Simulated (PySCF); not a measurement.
Cl2HOZr, neutral, multiplicity 2. Atoms are numbered in the order given.

```xyz
5

Zr     0.0000     0.0000     0.2501
Cl     0.0000     2.0606    -0.8892
Cl     0.0000    -2.0606    -0.8892
O      0.0000     0.0000     2.1414
H      0.0000     0.0000     3.0995
```
Charge 0, spin multiplicity 2.

Coordinates come from a PBE0-D3(BJ)/def2-SVP optimisation. The spin state was assumed, not searched. The isomer is the one that the SMILES or the coordinates give; other isomers of the formula were not compared. The def2 effective core potentials stand for the cores of Zr; spin–orbit coupling is left out. The values are those of a single conformer.

Calculation: PBE/def2-TZVPD (PySCF).

Mulliken values depend strongly on the basis, most of all with diffuse functions as here. ESP charges are fitted to the potential on shells at 1.4 to 2.0 van der Waals radii. Atomic charges (e):

```tsv
atom	Mulliken	ESP fit	Mulliken spin
Zr1	1.28	___	1.08
Cl2	-0.45	___	-0.03
Cl3	-0.45	___	-0.03
O4	-0.66	___	-0.02
H5	0.27	___	0.01
```

### Question
Complete the blanks. (The exact figures need the calculation; the answer reports its results.)

### Answer

- Zr1, ESP fit: 0.54
- Cl2, ESP fit: -0.21
- Cl3, ESP fit: -0.21
- O4, ESP fit: -0.53
- H5, ESP fit: 0.40
